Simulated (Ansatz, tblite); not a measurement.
Cost and result up the ladder for V(NH)F3 (VNF3H) (6 atoms). Total charge 0; singlet. Geometry: PBE-D4/def2-SVP.

```xyz
6

V    -0.313   -0.190   -0.240
N     0.839    0.510    0.645
H     1.574    0.957    1.208
F    -1.305    1.051   -0.919
F    -1.243   -1.215    0.794
F     0.447   -1.113   -1.488
```

Ansatz on 4 threads of Intel Xeon 6975P-C on a shared host; xTB runs through tblite on one thread. Times are rough, summed over both states, and most runs start from the orbitals of an earlier one. No level here is sound enough to serve as a yardstick. The other state is a triplet.

The xTB rows come from tblite.

xTB has no spin-polarisation term.

```csv
level,functions,vertical triplet (eV),remarks
r2SCAN-D4/def2-TZVP,175,3.04,restricted SCF unstable in HF (singlet)
PBE-D4/def2-TZVP (with forces),175,3.45,–
GFN2-xTB,26,3.20,–
GFN1-xTB,27,2.59,–
```

**Question.** Estimate how long each takes.

**Answer.** GFN2-xTB 0.004 s; GFN1-xTB 0.007 s; PBE-D4/def2-TZVP (with forces) 5.9 s; r2SCAN-D4/def2-TZVP 8.9 s. On shared hardware such times vary by a factor of up to 3.
